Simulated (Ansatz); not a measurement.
Program: Ansatz. Geometries: PBE0-D4/def2-TZVP. ΔE: electronic, gas phase. CBS: MP2 limit from def2 TZ/QZ plus the TZ coupled-cluster correction, frozen cores. This one scheme is used for every species. DFT in def2-TZVPP. B3LYP here is the variant with VWN-RPA as its local correlation; programs differ in this. def2 core potentials past Kr. For Sb outer-core shells are correlated without core-valence functions, which leaves a few kJ/mol of doubt a bond. One conformer a species, not always the lowest.

`CO[CH2][SbH2]` + H₂S → `[SH][SbH2]` + dimethyl ether  (ligand exchange at the Sb–C bond)

(1) Is it downhill or uphill in electronic energy at CCSD(T)/CBS, and by how much? (Estimate.)

(2) What do these levels give: B3LYP-D4, B2PLYP, HF/def2-TZVPP, CCSD(T)/def2-TZVPP, MP2/def2-QZVPP, SCS-MP2/def2-QZVPP? (Estimate.)

Largest T1 diagnostic among the species: 0.013.

Answers

(1) Ansatz gave: Downhill: ΔE = -17.8 kcal/mol.

(2) Ansatz gave: B3LYP-D4 -19.0, B2PLYP -18.8, HF/def2-TZVPP -21.0, CCSD(T)/def2-TZVPP -16.6, MP2/def2-QZVPP -17.9, SCS-MP2/def2-QZVPP -18.1 kcal/mol.

The D4 term adds +0.8 kcal/mol with B3LYP and +0.5 kcal/mol with PBE0; it sums over pairs of atoms, weighted by their polarisabilities, and B3LYP, whose exchange is more repulsive, gets the larger term. In def2-TZVPP, CCSD(T) changes the Hartree–Fock value by +4.4 kcal/mol (the triples alone add +0.3 kcal/mol) and MP2 by +3.9 kcal/mol.
